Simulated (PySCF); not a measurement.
C4H9 (SMILES C[CH]CC), doublet, geometry from GFN2-xTB. Base run: CCSD/6-31G (PySCF).

Here is a job for PySCF.
```python
from pyscf import gto, scf, cc

mol = gto.Mole()
mol.atom = '''
    C     0.80227852    1.76477179   -0.15694418
    C     0.52141927    0.40038107    0.33521225
    C    -0.74490807   -0.31053583    0.05376212
    C    -0.53438974   -1.81153526   -0.16655504
    H     1.85278878    1.87333439   -0.43366452
    H    -1.48498727   -2.30741758   -0.34953270
    H     0.60506598    2.52119607    0.61469385
    H     0.18232470    2.00638185   -1.01869520
    H    -0.07242301   -2.26159652    0.70904246
    H     0.11552400   -1.97990561   -1.02198077
    H     1.21029694   -0.04478302    1.03354459
    H    -1.22945641    0.12710158   -0.82320378
    H    -1.44553349   -0.19280169    0.89694506
'''
mol.basis = '6-31g'
mol.spin = 1
mol.verbose = 4
mol.build()

mf = scf.UHF(mol)
mf.kernel()

mycc = cc.CCSD(mf)
mycc.kernel()
print('E(CCSD) = %.10f' % mycc.e_tot)
```

The base run was repeated with changes; each row names its change, and settings that it needs were set with it.

| change | ΔE vs base (mEh) | MP2 correlation (Eh) | CC correlation without the perturbative part (Eh) | basis functions | core-seconds (rough) |
|---|---|---|---|---|---|
| base | 0.000 | -0.34986 | -0.40384 | 54 | 10 |
| cc.conv_tol = 1e-5 | 0.000 | -0.34986 | -0.40384 | 54 | 9 |
| cart = on | 0.000 | -0.34986 | -0.40384 | 54 | 8 |
| method = ccsd(t) | ? | -0.34986 | -0.40384 | 54 | 20 |
| cc.conv_tol = 1e-9 | 0.000 | -0.34986 | -0.40384 | 54 | 10 |
| frozen = 4 | 4.950 | -0.34455 | -0.39889 | 54 | 7 |
| cc.diis_space = 3 | 0.000 | -0.34986 | -0.40384 | 54 | 10 |
| cc.level_shift = 0.2 | 0.000 | -0.34986 | -0.40384 | 54 | 8 |
| frozen = 3 | 4.141 | -0.34541 | -0.39970 | 54 | 6 |
| cc.direct = True | 0.000 | -0.34986 | -0.40384 | 54 | 20 |

Question: What belongs in the gaps?

Answer: 
- method = ccsd(t), ΔE vs base (mEh): -8.476

Open shells are given as the SCF converged; they aren't shown to be the lowest states, and a large step between rows can be another state.
